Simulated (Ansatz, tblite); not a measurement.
Forces on Te₂Au₃ at its PBE-D4/def2-SVP geometry. The state is a doublet with charge 0.

In the def2 sets Au, Te take a core potential; there is no spin–orbit coupling. The xTB rows come from tblite. No other spin state of charge 0 was run. Another isomer (doublet) lies 0.98 eV lower at PBE0-D4/def2-TZVP; other spin states weren't run for this one.

GFN1-xTB (tblite), largest force 1.93 eV/Å:

```xyz
5
positions Å, forces eV/Å
Au   -0.202   -0.763   -1.930    0.288    0.528    0.563
Au   -1.593    0.523    1.362    0.436   -0.196   -0.137
Au    0.559   -1.095    1.779   -0.261    0.326   -0.270
Te    1.890   -0.289   -0.360   -1.718    0.791   -0.367
Te   -0.653    1.624   -0.851    1.255   -1.448    0.210
```

GFN2-xTB (tblite), largest force 1.28 eV/Å:

```
Au -0.173 -0.296 -0.258
Au -0.071 0.032 0.001
Au 0.051 -0.064 0.036
Te 1.091 -0.587 0.305
Te -0.898 0.915 -0.084
```

PBE-D4/def2-TZVP (Ansatz), largest force 0.51 eV/Å:

```
Au 0.204 0.351 0.315
Au 0.235 0.049 -0.246
Au 0.045 0.190 -0.281
Te -0.472 -0.121 0.060
Te -0.012 -0.469 0.152
```
